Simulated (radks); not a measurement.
Q: These are the eigenvalues of the occupied orbitals of an atom or ion with whole-number occupations (eV). Method: scalar-relativistic Kohn-Sham, PBE, spin-polarised, spherical densities, finite nucleus; Fermi nuclear charge, rms radius of each element as measured or else 0.836 A^(1/3) + 0.57 fm; computed with a radial shooting solver on a logarithmic mesh with Libxc functionals.

orbital  eigenvalue
1s up     -66431.16
1s down   -66411.22
2s up     -16146.17
2s down   -16109.03
2p up     -15136.37

Which element is it, and in what charge state? The configuration may be excited. Open shells, if any, are filled with parallel spins first.

A: Z = 69, thulium, charge +64: Tm64+ in [He] 2s2 2p1. The list shows which subshells hold electrons but not how many an open one holds; the 1s level, -2441.3 hartree, gives Z - s = 69.9 by -(Z - s)^2/2, which with screening and relativity narrows Z to a few neighbours, and the depths of the outer levels then fix element, charge and occupations together.
